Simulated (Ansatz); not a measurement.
The cluster Ta₃B₃. Total charge 0; triplet. Geometry PBE-D4/def2-SVP; atoms count from 1.

```xyz
6

Ta    2.396   -0.419   -1.195
Ta   -0.821    0.142    1.386
Ta    1.764   -0.310    1.033
B    -2.439    0.423    0.147
B     0.342   -0.058   -0.577
B    -1.242    0.222   -0.795
```

In the def2 sets Ta takes a core potential; there is no spin–orbit coupling. The charge 0 triplet is spin-contaminated (final ⟨S²⟩ up to 2.25, 2.00 for a pure state). The structure comes from a short search, and lower isomers may exist.

Estimate the Mulliken populations from the PBE0/def2-TZVP orbitals of Ansatz.


```tsv
atom	charge (e)	spin (α − β)	d electrons
Ta1	0.12	1.17	3.50
Ta2	0.01	0.90	3.53
Ta3	0.05	-0.04	3.66
B4	-0.05	0.24	–
B5	0.02	-0.12	–
B6	-0.15	-0.15	–
```
Mulliken values depend strongly on the basis.

Where does the spin sit?

Summed by element: Ta 2.03, B -0.03, of 2 unpaired in all. Largest on single atoms: Ta1 1.17, Ta2 0.90, B4 0.24.

And the Mayer bond orders between heavy atoms (over 0.3)?

Ta1–Ta3 2.97 (2.32 Å); Ta1–B5 0.98 (2.17 Å); Ta2–Ta3 1.45 (2.65 Å); Ta2–B4 1.75 (2.06 Å); Ta2–B5 0.60 (2.29 Å); Ta2–B6 1.14 (2.22 Å); Ta3–B5 0.82 (2.16 Å); B4–B6 1.47 (1.54 Å); B5–B6 0.84 (1.62 Å).
